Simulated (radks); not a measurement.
Pm LV, 7 electrons, occupied as [He] 2s2 2p3. All-electron calculation, scalar-relativistic Kohn-Sham, PBE, spin-polarised, spherical densities, finite nucleus; open shells are filled with parallel spins first (spin-orbit coupling, left out, can overturn this in heavy ions); Fermi nuclear charge, rms radius 4.962 fm. Program: a radial shooting solver on a logarithmic mesh with Libxc functionals.

Unscreened Slater integrals over Kohn-Sham orbitals (cm^-1). They are taken over the spin-up orbitals.

integral     value
F0(2p,2p)  2398700
F2(2p,2p)  1143900
F0(2p,2s)  2201300
G1(2p,2s)  1242600
F0(2p,1s)  3248400
G1(2p,1s)   640410
F0(2s,2s)  2078300
F0(2s,1s)  2930400
G0(2s,1s)   302230
F0(1s,1s)  8974900

Derived for the open shells (J is the average intra-shell exchange parameter used in DFT+U). 2p: J = F2/5 = 228800 cm^-1.
